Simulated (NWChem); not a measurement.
System: GeH2ClF; SMILES [F][GeH2][Cl]

Parts of the log:

```
             Northwest Computational Chemistry Package (NWChem) 7.3.0
             --------------------------------------------------------

                             Geometry "geometry" -> ""
                             -------------------------

 Output coordinates in angstroms (scale by  1.889725989 to convert to a.u.)

  No.       Tag          Charge          X              Y              Z
 ---- ---------------- ---------- -------------- -------------- --------------
    1 Ge                  32.0000    -0.33860000     0.47782900     0.00000000
    2 F                    9.0000     1.12576700     1.41739500     0.00000000
    3 Cl                  17.0000     0.24045600    -1.61148200     0.00000000
    4 H                    1.0000    -1.08469700     0.77003700     1.31494300
    5 H                    1.0000    -1.08469700     0.77003700    -1.31494300

 Effective nuclear repulsion energy (a.u.)     277.7622197532

                              NWChem Property Module
                              ----------------------

                                 NWChem DFT Module
                                 -----------------

 Summary of "ao basis" -> "ao basis" (spherical)
 ------------------------------------------------------------------------------
       Tag                 Description            Shells   Functions and Types
 ---------------- ------------------------------  ------  ---------------------
 Ge                        def2-svpd                14       38   6s4p4d
 F                         def2-svpd                 9       23   4s3p2d
 Cl                        def2-svpd                11       27   5s4p2d
 H                         def2-svpd                 4        8   2s2p

            General Information
            -------------------
          SCF calculation type: DFT
          Wavefunction type:  closed shell.
          No. of atoms     :     5
          No. of electrons :    60
           Alpha electrons :    30
            Beta electrons :    30
          Charge           :     0
          Spin multiplicity:     1
          Use of symmetry is: off; symmetry adaption is: off
          Maximum number of iterations: 150
          AO basis - number of functions:   104
                     number of shells:    42
          Convergence on energy requested:  1.00D-06
          Convergence on density requested:  1.00D-05
          Convergence on gradient requested:  5.00D-04

              XC Information
              --------------
                         PBE0 Method XC Functional
                     Hartree-Fock (Exact) Exchange  0.250
          PerdewBurkeErnzerhof Exchange Functional  0.750
            Perdew 1991 LDA Correlation Functional  1.000 local
           PerdewBurkeErnz. Correlation Functional  1.000 non-local

             Grid Information
             ----------------
          Grid used for XC integration:  medium
          Radial quadrature: Mura-Knowles
          Angular quadrature: Lebedev.
          Tag              B.-S. Rad. Rad. Pts. Rad. Cut. Ang. Pts.
          ---              ---------- --------- --------- ---------
          Ge                  1.25      112          11.0       590
          F                   0.50       49          12.0       434
          Cl                  1.00       88          11.0       590
          H                   0.35       45          11.0       434
          Grid pruning is: on
          Number of quadrature shells:   339
          Spatial weights used:  Erf1

      Superposition of Atomic Density Guess
      -------------------------------------

 Sum of atomic energies:       -2634.66903413

      Non-variational initial energy
      ------------------------------

 Total energy =   -2635.082625
 1-e energy   =   -4223.558545
 2-e energy   =    1310.713700
 HOMO         =      -0.381773
 LUMO         =       0.025332

   convergence    iter        energy       DeltaE   RMS-Dens  Diis-err
 ---------------- ----- ----------------- --------- --------- ---------
 d= 0,ls=0.0,diis     1  -2637.2585674691 -2.92D+03  1.50D-02  6.53D-01
 d= 0,ls=0.0,diis     2  -2637.1811433210  7.74D-02  7.37D-03  1.69D+00
 d= 0,ls=0.0,diis     3  -2637.3381304782 -1.57D-01  1.46D-03  2.40D-02
 d= 0,ls=0.0,diis     4  -2637.3397071526 -1.58D-03  6.85D-04  4.91D-03
 d= 0,ls=0.0,diis     5  -2637.3403830427 -6.76D-04  1.21D-04  3.78D-04
  Resetting Diis
 d= 0,ls=0.0,diis     6  -2637.3404136810 -3.06D-05  2.15D-05  8.52D-06
 d= 0,ls=0.0,diis     7  -2637.3404142155 -5.34D-07  7.20D-06  2.51D-07

         Total DFT energy =    -2637.340414215453
      One electron energy =    -4222.953056674666
           Coulomb energy =     1425.858992461068
    Exchange-Corr. energy =     -118.008569755099
 Nuclear repulsion energy =      277.762219753245

 Numeric. integr. density =       59.999981574996

                       DFT Final Molecular Orbital Analysis
                       ------------------------------------

[...]

 DFT Linear Response polarizability / au
 Frequency  =       0.0428000 / au
 Wavelength =    1064.5643224 / nm
              X              Y              Z
 -----------------------------------------------
 X      40.8227997     -3.5146930     -0.0000004
 Y      -3.5146963     52.0079844      0.0000003
 Z      -0.0000004      0.0000003     41.5578547
 -----------------------------------------------
 Eigenvalues =      39.8100793     53.0207048     41.5578547
 Isotropic   =      44.7962129
 Anisotropic =      12.4292453
 -----------------------------------------------

 Magnetic Dipole Response Matrix (nonzero elements):

 Exiting AOResponse driver routine
```

Level: PBE0/def2-SVPD. Coordinates come from a B3LYP/6-31G* (spherical d) optimisation.

### Question
Which NWChem input produces such a log?

### Answer
Several could match; the one computed here: the input that was run:
```
start job
memory heap 200 mb stack 900 mb global 1100 mb
geometry units angstroms noautosym nocenter noautoz
  Ge    -0.338600     0.477829     0.000000
  F      1.125767     1.417395     0.000000
  Cl     0.240456    -1.611482     0.000000
  H     -1.084697     0.770037     1.314943
  H     -1.084697     0.770037    -1.314943
end
basis spherical
  * library def2-svpd
end
dft
  xc pbe0
  iterations 150
end
property
  response 1 0.0428
end
task dft property
```
